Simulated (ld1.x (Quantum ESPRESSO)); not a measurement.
u(r) = r·R(r): atom against pseudo-atom (silicon)

Columns: radius, all-electron u(r) and pseudo u(r) of the 3p shell (level -11.75 eV) of silicon in the configuration [Ne] 3s2 3p1; LDA (PZ), scalar-relativistic, RRKJ scheme, ld1.x (Quantum ESPRESSO) 7.5.

```csv
r (bohr),all-electron,pseudo
0.108,0.1305,-0.0035
0.215,0.2622,-0.0141
0.322,0.3002,-0.0326
0.430,0.2617,-0.0603
0.538,0.1772,-0.0979
0.645,0.0715,-0.1448
0.752,-0.0410,-0.2004
0.860,-0.1520,-0.2631
0.968,-0.2549,-0.3295
1.075,-0.3462,-0.3953
1.182,-0.4256,-0.4576
1.290,-0.4933,-0.5141
1.398,-0.5490,-0.5623
1.505,-0.5929,-0.6008
1.612,-0.6264,-0.6304
1.720,-0.6506,-0.6521
1.828,-0.6663,-0.6665
1.935,-0.6744,-0.6744
2.042,-0.6759,-0.6759
2.150,-0.6719,-0.6719
2.258,-0.6631,-0.6631
2.365,-0.6506,-0.6506
2.472,-0.6347,-0.6347
2.580,-0.6162,-0.6162
2.688,-0.5956,-0.5956
2.795,-0.5737,-0.5737
```

Q: How many radial nodes do the two functions have?

A: The all-electron 3p function has n − l − 1 = 1; the pseudo-wave has 0, since the states of the same l below it are removed with the core.

Q: At about which radius was the pseudo-wave matched?

A: 1.95 bohr. The columns agree to 0.0005 from 1.83 bohr on; several derivatives are matched, so the curves merge somewhat inside the radius.

Q: Is the pseudo-wave norm-conserving?

A: Yes: the RRKJ scheme keeps the norm inside the radius equal to the all-electron one, which fixes the energy derivative of the logarithmic derivative at the level.
